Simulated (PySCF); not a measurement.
Computed IR spectrum (relative IR intensity) of a molecule C5H5BO. The structure is a stationary point at B3LYP-D3(BJ)/def2-SVP. The values are those of a single conformer. The numbers are results of B3LYP-D3(BJ)/def2-SVP in PySCF, not measurements. Harmonic, unscaled wavenumbers; measured fundamentals usually lie a few per cent lower.

```json
[
 {"ν (cm⁻¹)": "475", "relative intensity": "2.3"},
 {"ν (cm⁻¹)": "666", "relative intensity": "10"},
 {"ν (cm⁻¹)": "709", "relative intensity": "5.8"},
 {"ν (cm⁻¹)": "711", "relative intensity": "10"},
 {"ν (cm⁻¹)": "765", "relative intensity": "11"},
 {"ν (cm⁻¹)": "1049", "relative intensity": "7.9"},
 {"ν (cm⁻¹)": "1131", "relative intensity": "57"},
 {"ν (cm⁻¹)": "1193", "relative intensity": "20"},
 {"ν (cm⁻¹)": "1390", "relative intensity": "100"},
 {"ν (cm⁻¹)": "1498", "relative intensity": "24"},
 {"ν (cm⁻¹)": "2170", "relative intensity": "12"},
 {"ν (cm⁻¹)": "2180", "relative intensity": "29"},
 {"ν (cm⁻¹)": "3028", "relative intensity": "12"},
 {"ν (cm⁻¹)": "3119", "relative intensity": "4.5"},
 {"ν (cm⁻¹)": "3125", "relative intensity": "3.2"},
 {"ν (cm⁻¹)": "3459", "relative intensity": "11"},
 {"ν (cm⁻¹)": "3461", "relative intensity": "9.5"}
]
```

### Question
Pick the molecule that these values belong to.
(A) C#CB1CC=CO1
(B) C#CB(C#C)CO
(C) C#CB(C#C)OC
(D) C#CB(C=C)C=O

### Answer
C, C#CB(C#C)OC
